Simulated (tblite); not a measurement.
Species: C6H5F2O2 (doublet state).
SMILES with atom numbers: `[CH:1]#[C:2][C@@H:3]1[CH2:4][O:5][C@H:6]([F:7])[O:8][C:9]1[F:10]` (hydrogens: H11 on C1; H12 on C3; H13, H14 on C4; H15 on C6)
Bond orders are those of one Lewis drawing.

Computed with GFN2-xTB (tblite), gas phase: L-BFGS steps from a force-field or distance-geometry start until the largest atomic force falls under 0.01 eV/Å.

Step 72: E = -894.4366 eV
```
atom  x, y, z in Å  |  force x, y, z in eV/Å
C1      2.8267    0.4512   -1.2455    0.143   0.061  -0.132
C2      1.8606    0.4080   -0.5448   -0.233  -0.014   0.094
C3      0.6860    0.3155    0.3105    0.012   0.037   0.034
C4      0.1098   -1.1079    0.2941    0.027   0.010  -0.014
O5     -1.1534   -1.1500    0.9528   -0.014   0.113   0.020
C6     -2.0698   -0.3495    0.3645   -0.055   0.102  -0.009
F7     -2.3849   -0.8561   -0.8910    0.069   0.098   0.041
O8     -1.7206    0.9713    0.2231    0.113  -0.017  -0.029
C9     -0.4097    1.2566   -0.1122   -0.028  -0.050  -0.035
F10    -0.1654    2.5657    0.1091   -0.070  -0.116  -0.021
H11     3.6709    0.5279   -1.8645   -0.008  -0.024   0.024
H12     0.9995    0.5827    1.3322    0.015  -0.002   0.111
H13     0.7444   -1.8002    0.8454    0.039  -0.021  -0.033
H14     0.0027   -1.4385   -0.7433   -0.022  -0.104  -0.044
H15    -3.0011   -0.3685    0.9476    0.013  -0.073  -0.007
```

Step 73: E = -894.4393 eV
```
atom  x, y, z in Å  |  force x, y, z in eV/Å
C1      2.8202    0.4480   -1.2536   -0.176   0.034   0.109
C2      1.8570    0.4083   -0.5429    0.105   0.034  -0.146
C3      0.6847    0.3199    0.3143    0.011  -0.030   0.015
C4      0.1137   -1.1045    0.2976   -0.032  -0.079  -0.042
O5     -1.1513   -1.1450    0.9552   -0.047   0.113  -0.047
C6     -2.0689   -0.3459    0.3608    0.000   0.003   0.017
F7     -2.3625   -0.8460   -0.9037    0.050   0.110   0.094
O8     -1.7228    0.9762    0.2338    0.063  -0.042  -0.020
C9     -0.4134    1.2587   -0.1068    0.002  -0.053  -0.049
F10    -0.1667    2.5655    0.1142   -0.061  -0.040  -0.020
H11     3.6622    0.5141   -1.8764   -0.006  -0.015   0.022
H12     0.9938    0.5828    1.3374    0.045   0.025   0.123
H13     0.7455   -1.7990    0.8524    0.026   0.026  -0.053
H14     0.0086   -1.4417   -0.7414   -0.017  -0.057   0.048
H15    -3.0047   -0.3831    0.9373    0.035  -0.030  -0.050
```

Step 74: E = -894.4409 eV
```
atom  x, y, z in Å  |  force x, y, z in eV/Å
C1      2.8223    0.4523   -1.2500   -0.017   0.026  -0.007
C2      1.8542    0.4033   -0.5505   -0.081   0.067   0.045
C3      0.6838    0.3198    0.3104    0.029  -0.074   0.019
C4      0.1133   -1.1046    0.2943   -0.055  -0.097  -0.026
O5     -1.1503   -1.1394    0.9565    0.008   0.051  -0.035
C6     -2.0693   -0.3421    0.3630    0.027  -0.045   0.033
F7     -2.3626   -0.8418   -0.8986    0.013   0.060   0.022
O8     -1.7240    0.9775    0.2309    0.051   0.008   0.007
C9     -0.4149    1.2568   -0.1107    0.006  -0.045  -0.046
F10    -0.1691    2.5621    0.1138   -0.038   0.018  -0.024
H11     3.6680    0.5161   -1.8658    0.035  -0.010  -0.022
H12     0.9936    0.5834    1.3358    0.035   0.008   0.046
H13     0.7455   -1.8000    0.8479    0.020   0.036  -0.040
H14     0.0054   -1.4486   -0.7433   -0.022  -0.015   0.073
H15    -3.0004   -0.3866    0.9444   -0.011   0.009  -0.045
```

**Question.** Estimate the geometry and energy of step 75. (The exact step hangs on the optimiser's Hessian estimate; all steps are aligned on step 74, rigid shifts and turns removed.)

**Answer.** E = -894.4421 eV, largest force 0.064 eV/Å
```
atom  x, y, z in Å  |  force x, y, z in eV/Å
C1      2.8183    0.4502   -1.2531   -0.037   0.024   0.011
C2      1.8524    0.4043   -0.5494   -0.010   0.063   0.005
C3      0.6850    0.3203    0.3151    0.014  -0.049   0.023
C4      0.1132   -1.1043    0.2963   -0.025  -0.058   0.005
O5     -1.1509   -1.1385    0.9562    0.007   0.003  -0.012
C6     -2.0688   -0.3427    0.3613    0.007  -0.019   0.029
F7     -2.3548   -0.8374   -0.9038    0.009   0.054   0.018
O8     -1.7229    0.9776    0.2359    0.007  -0.002   0.008
C9     -0.4150    1.2557   -0.1073    0.032  -0.009  -0.035
F10    -0.1721    2.5630    0.1124   -0.025  -0.001  -0.027
H11     3.6633    0.5109   -1.8716    0.003  -0.009  -0.001
H12     0.9978    0.5851    1.3407    0.014  -0.009   0.009
H13     0.7459   -1.7989    0.8492    0.019   0.019  -0.028
H14     0.0078   -1.4463   -0.7412   -0.028  -0.023   0.044
H15    -3.0038   -0.3908    0.9372    0.011   0.015  -0.049
```

The energy changes by -0.0012 eV. The first-order estimate −F·Δx gives -0.0015 eV and the mean of the old and new forces, exact on a quadratic surface, -0.0012 eV. The step makes an angle of 75° with the force vector and moves no atom by more than 0.010 Å.

What follows is the cost of the whole relaxation. Hardware: one thread, AMD EPYC 9B45 (x86_64) (shared host). Cost: 0.41 s.
